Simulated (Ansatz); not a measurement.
Ansatz (a first-principles code) job for C₂Si, SMILES [C]1[C][Si]1 (connectivity only; charge and spin as stated), neutral, multiplicity 1, PBE-D3(BJ)/def2-TZVP. 

Ansatz 0.2 input:
```yaml
crystal:
  periodic: [false, false, false]
  atoms:
    - {symbol: Si, position_ang: [-0.00000000, -0.00000000, -0.79446197]}
    - {symbol: C, position_ang: [0.00000000, 0.63067420, 0.92687230]}
    - {symbol: C, position_ang: [0.00000000, -0.63067420, 0.92687230]}
basis:
  gaussian:
    orbitals: def2-TZVP
hamiltonian:
  xc: pbe
  dispersion: d3bj
relax: {f_tol: 0.002, max_steps: 200}
```

It prints:

```
WARN ansatz: RAYON_NUM_THREADS=1 ignored (pool sized by the plan → 1); use --threads N
Functional definition: PBE
integrals: 0.02 GiB planned
612 factors; their error is unknown
mean field: 0.21 GiB planned
mean field evaluation 1: about -9931.8077 eV, gradient 5.7e1 eV
mean field evaluation 2: about -9849.5722 eV, gradient 1.5e2 eV
mean field evaluation 4: about -9939.7606 eV, gradient 1.8e1 eV
mean field evaluation 8: about -9940.6949 eV, gradient 2.3e-1 eV
mean field evaluation 16: about -9940.6949 eV, gradient 2.0e-5 eV
mean field -9940.69494856 eV, -365.3138013146 hartree, gradient 2.0e-5 eV, S^2 0.000000; 0 other end points of the search recorded, 0 dependent functions left out
the calculation of the forces begins
reference -9940.69497769 eV, -365.3138023852 hartree; 13, 13 occupied and 86, 86 virtual orbitals, 612 factors
relax step   1: F+E_penalty+E_count = -9940.75428288 eV  Δ(F+E_penalty+E_count) = +0.000e0 eV  max|allowed force component| = 8.959e-1 eV/Å  Δτ_max = 0.0000 Å  (28 SCF iters, accepted)
these checks for a lower state are left out or cut short: starts, cluster_reference, orbital_swaps, neighbouring_geometries, increment
integrals: 0.02 GiB planned
612 factors; their error is unknown
mean field: 0.21 GiB planned
mean field -9940.70248033 eV, -365.3140781021 hartree, gradient 6.8e-6 eV, S^2 0.000000; 0 other end points of the search recorded, 0 dependent functions left out
the calculation of the forces begins
reference -9940.70250950 eV, -365.3140791740 hartree; 13, 13 occupied and 86, 86 virtual orbitals, 612 factors
relax step   2: F+E_penalty+E_count = -9940.76180795 eV  Δ(F+E_penalty+E_count) = -7.525e-3 eV  max|allowed force component| = 3.227e-1 eV/Å  Δτ_max = 0.0049 Å  (32 SCF iters, accepted)
these checks for a lower state are left out or cut short: starts, cluster_reference, orbital_swaps, neighbouring_geometries, increment
integrals: 0.02 GiB planned
612 factors; their error is unknown
mean field: 0.21 GiB planned
mean field evaluation 32: about -9940.7047 eV, gradient 7.0e-6 eV
mean field -9940.70465659 eV, -365.3141580779 hartree, gradient 7.0e-6 eV, S^2 0.000000; 0 other end points of the search recorded, 0 dependent functions left out
the calculation of the forces begins
reference -9940.70468579 eV, -365.3141591512 hartree; 13, 13 occupied and 86, 86 virtual orbitals, 612 factors
relax step   3: F+E_penalty+E_count = -9940.76397462 eV  Δ(F+E_penalty+E_count) = -2.167e-3 eV  max|allowed force component| = 2.244e-2 eV/Å  Δτ_max = 0.0075 Å  (32 SCF iters, accepted)
these checks for a lower state are left out or cut short: starts, cluster_reference, orbital_swaps, neighbouring_geometries, increment
integrals: 0.02 GiB planned
612 factors; their error is unknown
mean field: 0.21 GiB planned
mean field -9940.70466349 eV, -365.3141583318 hartree, gradient 7.1e-6 eV, S^2 0.000000; 0 other end points of the search recorded, 0 dependent functions left out
the calculation of the forces begins
reference -9940.70469270 eV, -365.3141594051 hartree; 13, 13 occupied and 86, 86 virtual orbitals, 612 factors
relax step   4: F+E_penalty+E_count = -9940.76398185 eV  Δ(F+E_penalty+E_count) = -7.229e-6 eV  max|allowed force component| = 1.316e-3 eV/Å  Δτ_max = 0.0003 Å  (34 SCF iters, accepted)
integrals: 0.02 GiB planned
612 factors; their error is unknown
mean field: 0.21 GiB planned
mean field evaluation 64: about -9940.7047 eV, gradient 7.1e-6 eV
mean field -9940.70466349 eV, -365.3141583318 hartree, gradient 7.1e-6 eV, S^2 0.000000; 1 other end points of the search recorded, 0 dependent functions left out
the calculation of the forces begins
reference -9940.70469270 eV, -365.3141594051 hartree; 13, 13 occupied and 86, 86 virtual orbitals, 612 factors
Total energy: -9940.76401105 eV, -365.3163393144 hartree
Atom 0 at    -0.000000    -0.000000    -0.805600 Å, force    -0.000000    -0.000000    -0.000359 eV/Å
Atom 1 at    -0.000000     0.636906     0.932442 Å, force    -0.000000    -0.001316     0.000179 eV/Å
Atom 2 at     0.000000    -0.636906     0.932442 Å, force     0.000000     0.001316     0.000179 eV/Å
Dipole moment:    -0.000000     0.000000    -0.472448 e Å
```

Self-consistency was reached.
